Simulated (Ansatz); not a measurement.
Geometry optimisation, RKS BHLYP-D4/STO-3G in Ansatz.

Input file:

```yaml
crystal:
  periodic: [false, false, false]
  atoms:
    - { symbol: O, position_ang: [0.1496, 2.1241, -0.582] }
    - { symbol: C, position_ang: [0.0291, 0.9555, -0.1901] }
    - { symbol: C, position_ang: [0.00614, -0.25821, -0.76724] }
    - { symbol: C, position_ang: [-0.35316, -1.17514, 0.40556] }
    - { symbol: Si, position_ang: [-0.27632, 0.29466, 1.57821] }
    - { symbol: H, position_ang: [0.0362, 2.781, 0.1728] }
    - { symbol: H, position_ang: [0.05558, -0.52936, -1.84063] }
    - { symbol: H, position_ang: [0.47779, -1.89797, 0.61589] }
    - { symbol: H, position_ang: [-1.23969, -1.74764, 0.35065] }
    - { symbol: H, position_ang: [0.90638, 0.3776, 2.43593] }
    - { symbol: H, position_ang: [-1.59082, 0.6428, 2.11145] }
basis:
  gaussian: { orbitals: STO-3G }
hamiltonian:
  xc: { name: BHLYP }
  dispersion: d4
relax:
  f_tol: 0.015
  max_steps: 40
```

Run as:

```bash
$ ansatz run input.yaml --threads 1 --pin off --max-ram 2048MiB --backend cpu --events-out ev --progress --plain --runs-dir out
```

Q: Where does it end, and by what steps?

A: It converged. Limits of this set-up: minimal basis. After 6 steps the energy has fallen by 1.230 eV; H6 moved furthest, 0.22 Å. The start is strongly strained (largest force component 10 eV/Å).

```csv
step,energy less start (eV),largest force component (eV/Å),accepted
0,0.0000,10.380,yes
1,-1.0620,2.668,yes
2,-1.2035,0.923,yes
3,-1.2271,0.258,yes
4,-1.2293,0.083,yes
5,-1.2296,0.050,yes
6,-1.2296,0.007,yes
```

```xyz
11
Properties=species:S:1:pos:R:3
O 0.176 2.206 -0.740
C -0.021 0.974 -0.110
C -0.058 -0.225 -0.714
C -0.298 -1.234 0.420
Si -0.304 0.244 1.575
H 0.144 2.882 0.006
H 0.054 -0.467 -1.770
H 0.512 -1.954 0.550
H -1.234 -1.788 0.328
H 0.769 0.355 2.520
H -1.539 0.574 2.226
```

Whether the end is a true minimum wasn't checked by a vibrational analysis.

Time of the run: 15 s on 1 thread of Arm Neoverse V2, with other jobs on the host, peak memory 0.12 GiB.
